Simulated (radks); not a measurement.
Isoelectronic series with 3 electrons, all held in the configuration [He] 2s1, which need not be the ground one along the series. Calculated with a radial shooting solver on a logarithmic mesh with Libxc functionals: Dirac Kohn-Sham, BLYP, spin-unpolarised, spherical densities, finite nucleus; Fermi nuclear charge, rms radius of each element as measured or else 0.836 A^(1/3) + 0.57 fm. Total energies (hartree) and orbital eigenvalues (eV):

ion,E (hartree),2s1/2,1s1/2
Li,-7.47581,-2.7541,-52.0654
B2+,-23.41276,-31.4595,-211.7006
N4+,-48.36596,-87.6229,-480.6350
F6+,-82.35122,-171.1146,-858.7880
Al10+,-177.51774,-420.3373,-1943.752
P12+,-238.76362,-586.2769,-2651.276
Cl14+,-309.17119,-779.9488,-3469.430
K16+,-388.78842,-1001.518,-4398.759
Sc18+,-477.66977,-1251.174,-5439.886
V20+,-575.87657,-1529.132,-6593.514
Mn22+,-683.47697,-1835.630,-7860.425
Co24+,-800.54655,-2170.937,-9241.488
Cu26+,-927.16819,-2535.345,-10737.66
Ga28+,-1063.43256,-2929.177,-12349.98
As30+,-1209.43864,-3352.787,-14079.60
Br32+,-1365.29398,-3806.557,-15927.75
Rb34+,-1531.11497,-4290.906,-17895.78
Nb38+,-1893.16496,-5353.176,-22197.40
Tc40+,-2089.67464,-5932.111,-24534.22
Rh42+,-2296.71303,-6543.653,-26997.44
